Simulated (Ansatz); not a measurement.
Reaction (formal hydrolysis of the Si–N bond): `N[Si](Cl)(Cl)Cl` + H₂O → `O[Si](Cl)(Cl)Cl` + NH₃

Gas-phase electronic energies from Ansatz, PBE0-D4/def2-TZVP geometries. CCSD(T)/CBS adds triple-zeta CCSD(T) − MP2 to the extrapolated MP2 energy (def2 sets, frozen cores). This one scheme is used for every species. DFT in def2-TZVPP. Each species was taken in one conformer, which may not be the lowest.

```
             level  ΔE (kJ/mol)  difference from CCSD(T)/CBS
            PBE-D4        -36.9                          0.2
         r2SCAN-D4        -41.9                         -4.8
      CAM-B3LYP-D4        -40.4                         -3.3
           ωB97X-V        -39.5                         -2.4
            B2PLYP        -42.0                         -4.9
            revPBE        -40.0                         -2.9
            r2SCAN        -42.5                         -5.4
           r2SCAN0        -40.8                         -3.7
         CAM-B3LYP        -42.4                         -5.3
           LC-ωPBE        -37.4                         -0.3
      MP2/def2-SVP        -37.4                         -0.3
     CCSD/def2-SVP        -37.6                         -0.5
CCSD(T)/def2-TZVPP        -40.0                         -2.9
     HF/def2-QZVPP        -45.1                         -8.0
SCS-MP2/def2-QZVPP        -38.8                         -1.7
    CCSD/CBS(def2)        -37.4                         -0.3
       CCSD(T)/CBS        -37.1                            0
```

Largest T1 diagnostic among the species: 0.009.

Leaving LDA and LC-ωPBE aside and taking each functional with its dispersion term where it has one, the values, not all of them listed here, spread over 10.1 kJ/mol, from B97M-V to revPBE-D4. The D4 term adds +3.5 kJ/mol with B3LYP and +1.9 kJ/mol with PBE0; it sums over pairs of atoms, weighted by their polarisabilities, and B3LYP, whose exchange is more repulsive, gets the larger term. In def2-TZVPP, CCSD(T) changes the Hartree–Fock value by +5.1 kJ/mol (the triples alone add +0.3 kJ/mol) and MP2 by +6.7 kJ/mol.

B3LYP here is the variant with VWN-RPA as its local correlation; programs differ in this.
